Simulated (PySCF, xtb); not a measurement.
Te(Br)(OSiH3) (BrH₃OSiTe), SMILES Br[Te]O[SiH3].

GFN2-xTB in xtb at its own geometry gives an orbital gap of 2.99 eV and a dipole moment of 5.58 D.

Geometry optimised at B3LYP-D3(BJ)/def2-SVP. The structure was generated by enumeration, and PubChem lists no compound with its InChIKey, so it may never have been made. The def2 effective core potentials stand for the cores of Te; spin–orbit coupling is left out. One conformer was computed; it need not be the lowest.

### Question
What does CAM-B3LYP/def2-TZVP run with PySCF give? (An estimate is asked for; the answer gives what the named calculation found.)

### Answer
gap 5.97 eV (levels -7.78 and -1.81 eV), dipole 1.68 D.
